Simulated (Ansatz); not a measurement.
CH₄BF₂GaN₂, SMILES `[NH2][Ga]([F])[C]1(F)BN1`, one more setting.

```yaml
crystal:
  periodic: [false, false, false]
  atoms:
    - {symbol: N, position_ang: [-0.324228, -2.248109, -1.327192]}
    - {symbol: Ga, position_ang: [0.498554, -0.914785, -0.379190]}
    - {symbol: F, position_ang: [2.091899, -1.029182, 0.169037]}
    - {symbol: C, position_ang: [-0.388758, 0.883214, 0.395512]}
    - {symbol: F, position_ang: [-1.717099, 0.691468, -0.040059]}
    - {symbol: B, position_ang: [0.173212, 2.349957, 0.391243]}
    - {symbol: N, position_ang: [0.119947, 1.398454, 1.456157]}
    - {symbol: H, position_ang: [-1.241330, -2.238924, -1.749353]}
    - {symbol: H, position_ang: [0.185094, -3.035705, -1.608630]}
    - {symbol: H, position_ang: [0.804972, 3.255288, -0.271219]}
    - {symbol: H, position_ang: [-0.099376, 1.155411, 2.349672]}
basis:
  gaussian: {orbitals: aug-cc-pVTZ}
hamiltonian: {xc: {name: HF}}
correlation: {method: ccsd_t}
accuracy: high
```

```sh
$ ansatz run in.yaml --threads 2 --pin off --events-out ev --progress --plain --max-ram 32768MiB --backend cuda --devices 0, --max-vram 18GiB
```

Output, abridged:

```
Functional definition: HF
6479 factors; integrals over basis functions are off by at most 1.2e-8 eV
mean field evaluation 1: about -62471.2708 eV, gradient 6.0e1 eV
mean field evaluation 2: about -62471.4634 eV, gradient 6.0e1 eV
mean field evaluation 4: about -62478.7544 eV, gradient 4.5e0 eV
mean field evaluation 8: about -62478.8568 eV, gradient 4.6e-1 eV
mean field evaluation 16: about -62478.8582 eV, gradient 9.0e-8 eV
mean field -62478.85816933 eV, -2296.0556880318 hartree, gradient 9.0e-8 eV, S^2 0.000000; 0 other end points of the search recorded, 0 dependent functions left out
15 core orbitals not correlated: weight in the atoms' cores, before any rotation towards them, 1.000 or more for the frozen orbitals, at most 0.000 for the correlated occupied ones
reference -62478.85816933 eV, -2296.0556880318 hartree; 24, 24 occupied and 388, 388 virtual orbitals, 6479 factors
second order -37.39170589 eV of doubles, -0.00000000 eV of singles
cycle   1  -36.60523572 eV  change    7.9e-1 eV  update   1.5e-1
cycle   2  -37.54873194 eV  change   -9.4e-1 eV  update   4.5e-2
cycle   3  -37.76275954 eV  change   -2.1e-1 eV  update   2.5e-2
cycle   4  -37.73619655 eV  change    2.7e-2 eV  update   7.6e-3
cycle   5  -37.72788295 eV  change    8.3e-3 eV  update   4.4e-3
cycle   6  -37.73267672 eV  change   -4.8e-3 eV  update   2.0e-3
cycle   7  -37.73200803 eV  change    6.7e-4 eV  update   1.0e-3
cycle   8  -37.73126793 eV  change    7.4e-4 eV  update   4.4e-4
cycle   9  -37.73163345 eV  change   -3.7e-4 eV  update   2.3e-4
cycle  10  -37.73181178 eV  change   -1.8e-4 eV  update   9.7e-5
cycle  11  -37.73164451 eV  change    1.7e-4 eV  update   4.6e-5
cycle  12  -37.73171030 eV  change   -6.6e-5 eV  update   2.3e-5
cycle  13  -37.73171286 eV  change   -2.6e-6 eV  update   9.7e-6
cycle  14  -37.73171110 eV  change    1.8e-6 eV  update   4.5e-6
cycle  15  -37.73171964 eV  change   -8.5e-6 eV  update   2.1e-6
cycle  16  -37.73172059 eV  change   -9.5e-7 eV  update   9.5e-7
cycle  17  -37.73171970 eV  change    8.9e-7 eV  update   4.4e-7
cycle  18  -37.73171966 eV  change    4.0e-8 eV  update   2.0e-7
cycle  19  -37.73170893 eV  change    1.1e-5 eV  update   2.5e-7
cycle  20  -37.73170931 eV  change   -3.9e-7 eV  update   8.9e-8
cycle  21  -37.73170910 eV  change    2.1e-7 eV  update   5.0e-8
cycle  22  -37.73170894 eV  change    1.6e-7 eV  update   2.5e-8
cycle  23  -37.73170899 eV  change   -4.7e-8 eV  update   1.2e-8
cycle  24  -37.73170902 eV  change   -3.3e-8 eV  update   4.6e-9
cycle  25  -37.73170903 eV  change   -1.7e-9 eV  update   1.7e-9
perturbative correction -1.63633267 eV, -0.0601341165 hartree
Total energy: -62518.22621103 eV, -2297.5024368795 hartree
```

It took 4.9 min on 2 threads of an AMD EPYC 7R13 on a shared host and a share of an NVIDIA H100 80 GB, with 4.8 GiB of host memory at the peak.
